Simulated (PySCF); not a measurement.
C₃H₇BO₂. Atoms are numbered in the order given.

```xyz
13

C     -1.7208     1.5395    -0.1746
B     -0.7343     0.3398     0.0476
C     -1.2137    -1.1450     0.2123
O      0.6190     0.6925     0.1208
C      1.6853    -0.1369     0.0980
O      1.6989    -1.2575    -0.3200
H     -2.4784     1.2915    -0.9378
H     -1.2237     2.4826    -0.4452
H     -2.2899     1.7060     0.7597
H     -0.6448    -1.7060     0.9703
H     -2.2897    -1.2143     0.4327
H     -1.0271    -1.6754    -0.7394
H      2.5765     0.3912     0.5006
```

The structure is a stationary point at B3LYP-D3(BJ)/def2-SVP. The values are those of a single conformer.

Level of theory: PBE0/pcSseg-1 run with PySCF.

GIAO shieldings, no solvent; atoms listed in one row are averaged. δ = σ(ref) − σ: ¹³C against TMS (σ = 186.3 ppm); ¹¹B against BF3 (σ = 88.8 ppm); ¹⁷O against H2O (σ = 334.2 ppm); ¹H against TMS (σ = 31.56 ppm), references at their B3LYP-D3(BJ)/def2-TZVP geometries, non-relativistic.

| nucleus | atoms | count | δ (ppm) |
|---|---|---|---|
| ¹³C | C5 | 1 | 166.1 |
| ¹³C | C1 | 1 | 11.8 |
| ¹³C | C3 | 1 | 10.7 |
| ¹¹B | B2 | 1 | 47.6 |
| ¹⁷O | O6 | 1 | 496.6 |
| ¹⁷O | O4 | 1 | 309.7 |
| ¹H | H13 | 1 | 8.42 |
| ¹H | H10, H11, H12 | 3 | 1.20 |
| ¹H | H7, H8, H9 | 3 | 1.01 |
